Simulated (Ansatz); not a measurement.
The cluster Li₃Se⁺, relaxed as a triplet with UKS r2SCAN-D4/def2-TZVP in Ansatz, starting from the r2SCAN-D4/def2-TZVP geometry of the charge +1 singlet. Force threshold 0.02 eV/Å.

At r2SCAN-D4/def2-TZVP a singlet of charge 1 lies 3.19 eV below the triplet, each at its own geometry. The structure comes from a short search, and lower isomers may exist.

Start:

```xyz
4

Li   -1.5894    1.1654    1.1747
Li   -0.1345   -2.2852   -0.1519
Li    1.7165    1.1203   -1.0327
Se    0.0074   -0.0006    0.0099
```

(1) Estimate the energy that the relaxation releases and the steps that it takes.

(2) Does the start keep its bonding?

(3) Predict the relaxed structure.

Answers

(1) 0.58 eV, in 12 steps; 39 s on 4 threads of Arm Neoverse V2 on a shared host. The force fell under the threshold at step 3, but the optimiser went on and released 0.291 eV more. No frequencies were taken in this run, so the end may be a saddle point.

(2) By distances, no bond broke or formed, bridged metal pairs apart. The bond that changes most is Li2–Se4, from 2.29 to 2.65 Å (atoms count from 1). Metal–metal contacts that move far: Li1–Li2 3.97 to 2.89 Å.

(3) 
Cartesian coordinates in Å:
```
Li -1.811 0.410 1.254
Li -0.752 -2.099 0.289
Li 2.196 1.442 -1.303
Se 0.366 0.247 -0.240
```
Bond lengths (bridged metal pairs left out): 3 × Li–Se 2.43 to 2.65 Å.
